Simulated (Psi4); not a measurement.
ClIn, charge +1, doublet, geometry from GFN2-xTB (such geometries of metal compounds can be far from the true shape) (a state made from the parent by changing its charge; the spin is typed, not shown lowest) (core potentials on In). Base run: CAM-B3LYP/def2-SV(P) in Psi4 1.11.

The Psi4 input:
```
memory 2 GB

molecule mol {
1 2
  In   -0.000000   -0.000000   -0.646466
  Cl    0.000000    0.000000    1.863344
}

set basis def2-sv(p)
set reference uks

energy('cam-b3lyp')
print_variables()
```

Variants of this job, named by their change:

```tsv
change	ΔE vs base (mEh)	SCF cycles	grid points	basis functions	outcome
base	0.000	10	42415	44	converged
dft_radial_scheme = becke	0.004	10	36689	44	converged
dft_spherical_points = 974	-0.003	10	135731	44	converged
dft_pruning_scheme = treutler	0.000	10	32793	44	converged
scf_type = dfdirj+cosx	-	-	-	-	input refused
d_convergence = 1e-4	0.000	9	42415	44	converged
ints_tolerance = 1e-8	0.000	10	42415	44	converged
dft_radial_points = 150	0.000	10	84042	44	converged
e_convergence = 1e-4	0.000	10	42415	44	converged
level_shift = 0.3	0.000	10	42415	44	converged
damping_percentage = 20	0.000	20	42415	44	converged
diis_max_vecs = 3	0.000	12	42415	44	converged
cholesky_tolerance = 1e-6 (with scf_type cd)	-	-	-	-	input refused
```

Open shells are given as the SCF converged; they aren't shown to be the lowest states, and a large step between rows can be another state.

- scf_type = dfdirj+cosx: ended with `psi4.driver.p4util.exceptions.ValidationError: SCF: SCF_TYPE (DFDIRJ+COSX) not supported for range-separated functionals, plese use SCF_TYPE = 'DF' to automatically select the correct JK build.`
- cholesky_tolerance = 1e-6 (with scf_type cd): ended with `psi4.driver.p4util.exceptions.ValidationError: SCF: SCF_TYPE (CD) not supported for range-separated functionals, plese use SCF_TYPE = 'DF' to automatically select the correct JK build.`
